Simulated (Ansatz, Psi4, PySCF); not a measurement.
C₄H₉O₃Si, doublet, geometry from GFN2-xTB. Base run: B3LYP5/STO-3G run with PySCF.

Input for PySCF:
```python
from pyscf import gto, scf, dft

mol = gto.Mole()
mol.atom = '''
    C    -1.16378327    2.32077789   -0.05444850
    C    -0.20918460    1.61039233    0.46448743
    Si    0.17195920   -0.25332511   -0.23780180
    O     0.23081552   -0.04888493   -1.75200223
    O    -1.03336833   -0.98953057    0.58055555
    C    -2.35345598   -0.98209564    0.15310211
    O     1.42126644   -0.66730468    0.71372810
    C     2.75347124   -0.53276168    0.33469852
    H    -1.42283444    3.29964269    0.33355655
    H    -1.73379526    1.99095718   -0.90701580
    H     0.43190449    1.84288055    1.29258962
    H    -2.42452562   -1.17284166   -0.91923206
    H    -2.88925905   -1.75808322    0.70236234
    H    -2.81735583   -0.01255099    0.36673452
    H     3.33276586   -1.29381403    0.86055344
    H     3.12893806    0.45592086    0.61599108
    H     2.87473949   -0.65767598   -0.74160333
'''
mol.basis = 'sto-3g'
mol.spin = 1
mol.verbose = 4
mol.build()

mf = dft.UKS(mol)
mf.xc = 'b3lyp5'
mf.kernel()
```

The same geometry, method and basis name were run in Ansatz (a quantum-chemistry and plane-wave program) and Psi4 and PySCF, at each program's defaults and at the settings that a row names. The base is PySCF at its defaults. Differences at the defaults can come from grids, fitting, cores and function types together.

```tsv
code and settings	ΔE vs base (mEh)	basis functions	E (Eh)	SCF cycles	dipole (D)
PySCF, defaults (exact integrals, its default grid, spherical functions)	0.000	53	-664.23764	19	1.10
Psi4, defaults (density fitting with its default set, its default grid, spherical functions)	-2.734	53	-664.24037	15	1.10
Ansatz, defaults (factorised integrals, its default grid, spherical functions)	0.004	53	-664.23763	-	-
PySCF, density fitting with def2-universal-jkfit	-2.742	53	-664.24038	19	1.10
PySCF, fine grid	-0.001	53	-664.23764	19	1.10
Psi4, exact integrals, spherical functions, fine grid	0.000	53	-664.23764	22	1.10
Ansatz, high accuracy	-0.001	53	-664.23764	-	-
```

Open shells are given as the SCF converged; they aren't shown to be the lowest states, and a large step between rows can be another state.
